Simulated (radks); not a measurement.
Radial electron density D(r) = 4 pi r^2 rho(r) of an atom or ion with 2 electrons. Method: scalar-relativistic Kohn-Sham, exchange-only LDA, spin-polarised, spherical densities, point nucleus; computed with a radial shooting solver on a logarithmic mesh with Libxc functionals.

```
   r/bohr * D(r) (the largest magnitude, 76.6, reaches the edge; | marks zero)
 0.001088 |   *
  0.00117 |   *
 0.001257 |   *
 0.001362 |    *
 0.001463 |     *
 0.001572 |     *
 0.001703 |      *
 0.001831 |       *
 0.001967 |        *
 0.002131 |         *
  0.00229 |          *
 0.002461 |           *
 0.002666 |             *
 0.002865 |              *
 0.003079 |                *
 0.003336 |                  *
 0.003585 |                   *
 0.003852 |                     *
 0.004173 |                        *
 0.004485 |                          *
 0.004819 |                            *
 0.005221 |                               *
  0.00561 |                                 *
 0.006029 |                                   *
 0.006531 |                                      *
 0.007019 |                                         *
 0.007543 |                                           *
 0.008171 |                                              *
 0.008781 |                                                *
 0.009437 |                                                  *
  0.01022 |                                                   *
  0.01099 |                                                     *
  0.01181 |                                                      *
  0.01279 |                                                      *
  0.01374 |                                                      *
  0.01477 |                                                     *
    0.016 |                                                    *
   0.0172 |                                                  *
  0.01848 |                                                *
  0.02002 |                                             *
  0.02151 |                                          *
  0.02312 |                                      *
  0.02504 |                                  *
  0.02691 |                              *
  0.02892 |                          *
  0.03133 |                     *
  0.03367 |                  *
  0.03618 |              *
   0.0392 |           *
  0.04212 |        *
  0.04527 |      *
  0.04904 |    *
   0.0527 |  *
  0.05664 | *
  0.06135 |*
  0.06593 |*
  0.07085 *
  0.07676 *
  0.08249 *
```

What is the nuclear charge?

Answer. Z = 67. The innermost maximum, from 1s, lies near gamma/Z bohr with gamma = sqrt(1 - (Z/c)^2) = 0.872, here 0.013 bohr (found: 0.0131), and its height grows with Z. The density is that of the holmium ion Ho65+ in [He]; the configuration itself is not fixed sharply by these data, and Z only to a few units. D(r) has 1 maximum, at r = 0.0131 bohr.
